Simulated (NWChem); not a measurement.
# C₄H₇F; SMILES C=C(F)CC

```xyz
12

C     -0.8391     1.6276    -0.2454
C     -0.0680     0.5973     0.0928
F      1.2672     0.7302     0.0594
C     -0.4848    -0.7682     0.5225
C      0.0608    -1.8716    -0.3791
H     -0.3960     2.5798    -0.5414
H     -1.9242     1.5293    -0.2254
H     -1.5835    -0.8011     0.5648
H     -0.1216    -0.9246     1.5541
H      1.1588    -1.8312    -0.4244
H     -0.2276    -2.8639    -0.0027
H     -0.3234    -1.7704    -1.4056
```
Atoms are numbered in this order, from 1.

All runs: NWChem. Medium grid unless said otherwise, to which SCAN and Minnesota functionals are sensitive. Geometry: optimised at PBE0/def2-SVP. Total energies of different functionals are on different scales.

```csv
level,energy (Ha),highest occupied level (eV),orbital gap (eV),dipole (D),relative time
PBE/def2-TZVP,-256.2492,-6.05,5.46,1.38,1
B3LYP/def2-TZVP,-256.5715,-7.05,7.19,1.48,1
Hartree-Fock/def2-TZVP,-255.0659,-9.91,13.61,1.67,1
PBE0/def2-TZVP,-256.2719,-7.26,7.68,1.48,1
M06-2X/def2-TZVP,-256.4490,-8.53,9.84,1.55,1
CAM-B3LYP/def2-TZVP,-256.4490,-8.64,10.13,1.52,9
```

The last column is a rough cost ratio, cheapest run = 1.
